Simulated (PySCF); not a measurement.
**Correlation energy of F (fluorine, neutral)**

[He] 2s1 2p6, 2S determinant (an excited configuration). All numbers are calculated (PySCF 2.14, the spin-free X2C one-electron Hamiltonian (Gaussian nucleus), in x2c-QZVPPall with one added diffuse shell each of s, p, d, f type (8s5p4d3f1g, 73 functions)). Frozen: 1s2; 7 electrons correlated.

MP2 pair energies summed by pair of shells (mhartree):

```tsv
pair	energy	share (%)
2p-2p	-255.77	86.6
2s-2p	-39.61	13.4
```

Total MP2 correlation energy: -295.38 mhartree.

Same-spin part -64.04 and opposite-spin part -231.33 mhartree; SCS-MP2 scales them by 1/3 and 6/5 to -298.95 mhartree.
